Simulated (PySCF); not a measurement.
Electron correlation in Sr (strontium, neutral)

[Kr] 5s2, closed-shell 1S. Computed with PySCF 2.14 in aug-cc-pwCVTZ-X2C (10s9p7d3f, 93 functions), with the spin-free X2C one-electron Hamiltonian (Gaussian nucleus). Frozen: [Ar] 3d10; 10 electrons correlated.

```tsv
level	correlation energy (mhartree)
CCSD	-240.79
(T)	-8.36
CCSD(T)	-249.15
```

Diagnostics: T1 = 0.022, D1 = 0.0690, largest double amplitude 0.051.

Cost of the coupled-cluster step: of the order of 6 core-seconds, for 10 correlated electrons.
